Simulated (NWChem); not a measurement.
# Excited singlets of CHF by symmetry

```xyz
3

C      0.5606    -0.4527     0.0000
F     -0.5266     0.2642     0.0000
H      1.3753     0.3381     0.0000
```
Charge 0, spin multiplicity 1.

The numbers come from NWChem runs, not from measurements. The geometry was optimised at B3LYP/def2-SVP, a minimum by its harmonic frequencies.

Basis set: aug-cc-pVDZ. Symmetry labels belong to the abelian group Cs used in the runs, with the axes of the coordinates shown. Entries are the lowest vertical excitation energy of each symmetry in eV (for CIS and TDDFT among the lowest few roots); a state of one symmetry need not have the same character in every method. Symmetries that some method's roots don't reach, or where a double excitation leads the EOM-CCSD root, are left out.

The correlated methods keep 2 core orbitals frozen. B3LYP has NWChem's definition, with VWN1-RPA local correlation. The structure started from a generated list of species. Coupled-cluster values serve here as a point of comparison, not as the truth.

```tsv
method	a"	a'
CIS	2.58	7.52
TD-PBE	?	?
TD-B3LYP	2.25	5.97
TDA-PBE0	2.41	6.18
EOM-CCSD	2.54	6.79
```

**Question.** Fill in the missing entries.

**Answer.** 
- TD-PBE, a": 2.17
- TD-PBE, a': 5.45
